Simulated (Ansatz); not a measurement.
Born–Oppenheimer molecular dynamics of GaH8NSi (11 atoms, charge 0, multiplicity 1). It starts at the highest image of a converged band. Of that band: A structure lower than the last end lies on the path between it and the top, so the climb from that side starts below the end, which may itself be a saddle point or a shallow side well. Neighbouring images differ by up to 1.6 eV, so the band resolves the path poorly. A vibrational analysis at the climbing image gives one clearly imaginary mode, 1344i cm⁻¹: a first-order saddle point.

Level of theory: RKS PBE0-D4/def2-SVP (Ansatz).

```yaml
ensemble: NVE (velocity Verlet)
time_step: 0.5 fs
steps_asked: 200
starting_velocities_drawn_for: 100 K
seed: 4646
```

Frames 0.5 fs apart, positions in Å, forces in eV/Å.

Velocities at 35.0 fs (Å/ps):

```
Ga -0.27 -2.98 2.01
N 4.21 -10.08 -8.15
H 11.15 -7.99 -10.40
H 8.61 -16.02 -6.63
H -10.63 23.34 8.99
H 6.53 5.14 -4.23
Si -1.07 9.11 -1.01
H -7.82 16.92 -1.58
H -3.56 12.19 3.33
H -7.13 -9.52 4.50
H -7.24 68.37 8.36
```

```xyz
11
Properties=species:S:1:pos:R:3:forces:R:3 time_fs=35.0 energy_less_start_eV=-0.555 T=576
Ga 0.305 0.199 0.256 -0.26 -0.21 0.14
N -0.093 -0.422 1.960 -0.51 -1.21 -0.09
H -0.984 -0.931 2.103 0.72 0.35 -0.17
H 0.639 -0.926 2.443 0.17 -0.12 0.26
H 1.744 0.763 0.017 0.06 -0.09 0.01
H -0.857 0.195 -0.796 0.05 -0.11 -0.08
Si -0.508 2.885 1.095 -0.04 0.75 -0.58
H -1.859 3.443 1.260 -0.33 0.39 -0.01
H 0.534 3.681 1.797 0.02 0.02 0.02
H -0.196 2.765 -0.376 0.01 0.21 0.21
H -0.611 1.515 1.619 0.11 0.02 0.30
11
Properties=species:S:1:pos:R:3:forces:R:3 time_fs=35.5 energy_less_start_eV=-0.566 T=586
Ga 0.305 0.198 0.257 -0.25 -0.19 0.12
N -0.091 -0.427 1.956 -0.24 -1.19 -0.02
H -0.978 -0.934 2.098 0.55 0.27 -0.14
H 0.643 -0.934 2.440 0.04 -0.02 0.17
H 1.738 0.775 0.021 0.07 -0.09 0.00
H -0.853 0.198 -0.798 0.04 -0.10 -0.08
Si -0.509 2.889 1.094 -0.10 1.23 -0.66
H -1.863 3.452 1.259 -0.24 0.36 -0.03
H 0.532 3.687 1.799 0.01 0.02 0.00
H -0.199 2.760 -0.374 0.03 0.21 0.18
H -0.614 1.549 1.623 0.08 -0.50 0.45
11
Properties=species:S:1:pos:R:3:forces:R:3 time_fs=36.0 energy_less_start_eV=-0.563 T=583
Ga 0.305 0.196 0.258 -0.23 -0.17 0.10
N -0.089 -0.432 1.952 0.10 -1.13 0.05
H -0.970 -0.937 2.092 0.32 0.14 -0.10
H 0.648 -0.943 2.437 -0.08 0.09 0.08
H 1.733 0.786 0.026 0.08 -0.09 0.00
H -0.850 0.200 -0.800 0.03 -0.10 -0.07
Si -0.509 2.894 1.093 -0.17 1.75 -0.74
H -1.868 3.462 1.258 -0.14 0.33 -0.05
H 0.530 3.693 1.800 0.01 0.02 -0.03
H -0.203 2.756 -0.371 0.04 0.20 0.13
H -0.618 1.582 1.629 0.05 -1.03 0.63
11
Properties=species:S:1:pos:R:3:forces:R:3 time_fs=36.5 energy_less_start_eV=-0.548 T=571
Ga 0.305 0.195 0.259 -0.21 -0.14 0.07
N -0.087 -0.438 1.948 0.46 -1.05 0.10
H -0.962 -0.940 2.086 0.04 -0.01 -0.05
H 0.652 -0.951 2.435 -0.20 0.19 0.00
H 1.728 0.797 0.030 0.09 -0.10 0.00
H -0.846 0.202 -0.803 0.02 -0.10 -0.07
Si -0.510 2.899 1.093 -0.25 2.24 -0.82
H -1.874 3.472 1.257 -0.04 0.29 -0.07
H 0.529 3.699 1.802 0.00 0.02 -0.05
H -0.206 2.753 -0.368 0.06 0.19 0.08
H -0.621 1.613 1.636 0.01 -1.53 0.82
11
Properties=species:S:1:pos:R:3:forces:R:3 time_fs=37.0 energy_less_start_eV=-0.527 T=553
Ga 0.305 0.193 0.260 -0.18 -0.11 0.04
N -0.085 -0.444 1.944 0.82 -0.95 0.14
H -0.953 -0.942 2.080 -0.26 -0.17 0.00
H 0.656 -0.958 2.432 -0.29 0.27 -0.07
H 1.724 0.808 0.035 0.10 -0.11 0.00
H -0.843 0.203 -0.805 0.02 -0.10 -0.06
Si -0.511 2.904 1.092 -0.32 2.66 -0.88
H -1.879 3.484 1.256 0.07 0.25 -0.09
H 0.527 3.705 1.804 0.00 0.02 -0.08
H -0.209 2.750 -0.364 0.07 0.18 0.02
H -0.624 1.639 1.645 -0.02 -1.96 0.98
11
Properties=species:S:1:pos:R:3:forces:R:3 time_fs=37.5 energy_less_start_eV=-0.510 T=539
Ga 0.305 0.192 0.261 -0.15 -0.07 0.00
N -0.083 -0.450 1.940 1.12 -0.84 0.17
H -0.945 -0.946 2.074 -0.53 -0.32 0.05
H 0.660 -0.965 2.430 -0.34 0.33 -0.11
H 1.719 0.819 0.039 0.10 -0.11 0.00
H -0.839 0.205 -0.808 0.01 -0.10 -0.05
Si -0.511 2.909 1.091 -0.41 2.96 -0.89
H -1.884 3.496 1.255 0.17 0.21 -0.11
H 0.525 3.712 1.805 -0.01 0.03 -0.10
H -0.212 2.747 -0.361 0.09 0.17 -0.03
H -0.627 1.662 1.657 -0.05 -2.25 1.10
11
Properties=species:S:1:pos:R:3:forces:R:3 time_fs=38.0 energy_less_start_eV=-0.505 T=535
Ga 0.304 0.190 0.262 -0.12 -0.03 -0.05
N -0.080 -0.456 1.936 1.32 -0.74 0.19
H -0.938 -0.949 2.068 -0.75 -0.44 0.09
H 0.662 -0.971 2.427 -0.36 0.35 -0.13
H 1.715 0.829 0.044 0.10 -0.12 -0.01
H -0.836 0.206 -0.811 0.00 -0.11 -0.05
Si -0.512 2.915 1.090 -0.50 3.10 -0.84
H -1.889 3.508 1.253 0.27 0.17 -0.13
H 0.523 3.718 1.806 -0.01 0.03 -0.13
H -0.215 2.745 -0.357 0.10 0.16 -0.09
H -0.630 1.679 1.671 -0.06 -2.36 1.15
11
Properties=species:S:1:pos:R:3:forces:R:3 time_fs=38.5 energy_less_start_eV=-0.519 T=547
Ga 0.304 0.189 0.263 -0.09 0.02 -0.10
N -0.077 -0.462 1.932 1.39 -0.67 0.19
H -0.933 -0.954 2.062 -0.87 -0.51 0.11
H 0.664 -0.977 2.424 -0.33 0.35 -0.11
H 1.711 0.839 0.048 0.10 -0.13 0.00
H -0.832 0.207 -0.815 0.00 -0.11 -0.04
Si -0.513 2.920 1.089 -0.60 3.05 -0.72
H -1.893 3.521 1.251 0.35 0.13 -0.15
H 0.522 3.724 1.807 0.00 0.04 -0.15
H -0.218 2.743 -0.354 0.12 0.14 -0.14
H -0.634 1.690 1.687 -0.06 -2.30 1.11
11
Properties=species:S:1:pos:R:3:forces:R:3 time_fs=39.0 energy_less_start_eV=-0.550 T=573
Ga 0.304 0.187 0.264 -0.05 0.07 -0.16
N -0.074 -0.468 1.928 1.31 -0.64 0.19
H -0.931 -0.960 2.056 -0.88 -0.51 0.12
H 0.664 -0.981 2.420 -0.26 0.31 -0.07
H 1.708 0.849 0.053 0.09 -0.14 0.00
H -0.828 0.208 -0.818 0.00 -0.11 -0.03
Si -0.513 2.926 1.088 -0.70 2.84 -0.52
H -1.896 3.534 1.249 0.42 0.09 -0.16
H 0.520 3.731 1.807 0.00 0.05 -0.16
H -0.220 2.741 -0.351 0.13 0.12 -0.19
H -0.637 1.695 1.707 -0.05 -2.06 0.99
11
Properties=species:S:1:pos:R:3:forces:R:3 time_fs=39.5 energy_less_start_eV=-0.592 T=609
Ga 0.304 0.186 0.265 -0.02 0.12 -0.22
N -0.071 -0.475 1.924 1.07 -0.65 0.19
H -0.930 -0.967 2.051 -0.78 -0.45 0.10
H 0.665 -0.985 2.417 -0.16 0.24 0.00
H 1.704 0.858 0.057 0.08 -0.15 0.00
H -0.825 0.208 -0.821 -0.01 -0.11 -0.02
Si -0.514 2.933 1.087 -0.79 2.49 -0.26
H -1.898 3.547 1.246 0.48 0.05 -0.18
H 0.518 3.738 1.807 0.01 0.05 -0.18
H -0.222 2.740 -0.349 0.14 0.10 -0.23
H -0.641 1.696 1.729 -0.02 -1.69 0.80
11
Properties=species:S:1:pos:R:3:forces:R:3 time_fs=40.0 energy_less_start_eV=-0.636 T=646
Ga 0.304 0.184 0.266 0.01 0.17 -0.28
N -0.068 -0.481 1.920 0.71 -0.70 0.18
H -0.931 -0.976 2.046 -0.57 -0.34 0.08
H 0.664 -0.988 2.413 -0.03 0.16 0.09
H 1.701 0.868 0.061 0.07 -0.16 0.00
H -0.821 0.208 -0.824 -0.01 -0.12 -0.02
Si -0.515 2.939 1.086 -0.88 2.07 0.03
H -1.899 3.561 1.243 0.52 0.03 -0.18
H 0.516 3.744 1.807 0.01 0.06 -0.19
H -0.224 2.739 -0.347 0.15 0.08 -0.25
H -0.645 1.693 1.752 0.02 -1.24 0.55
11
Properties=species:S:1:pos:R:3:forces:R:3 time_fs=40.5 energy_less_start_eV=-0.673 T=677
Ga 0.304 0.183 0.267 0.04 0.22 -0.34
N -0.065 -0.488 1.917 0.28 -0.77 0.17
H -0.933 -0.985 2.041 -0.30 -0.20 0.05
H 0.664 -0.990 2.410 0.11 0.06 0.18
H 1.698 0.876 0.066 0.06 -0.18 0.00
H -0.818 0.208 -0.828 -0.01 -0.12 -0.01
Si -0.516 2.946 1.085 -0.96 1.61 0.32
H -1.899 3.574 1.239 0.54 0.00 -0.19
H 0.515 3.752 1.806 0.03 0.07 -0.20
H -0.225 2.738 -0.346 0.15 0.07 -0.27
H -0.649 1.687 1.778 0.06 -0.76 0.28
```

Of the whole run (100 fs, mean temperature of the second half 869 K): The conserved energy stayed within 0.11 meV per atom of its start (net change -0.0027 meV per atom), so the integration is sound. The kinetic energy rose, since the run started high on the potential surface and went downhill. It ends in pieces (GaH4N + H4Si), so much of that is their flight and rotation, not heat. A run of 0.1 ps of so small a system gives no equilibrium averages. The orbitals stay closed-shell, which can raise the energy where a bond breaks towards radicals; this wasn't checked here.

Run time: 8.9 min on 2 threads of Arm Neoverse V1, with other jobs on the host, peak memory 0.23 GiB.
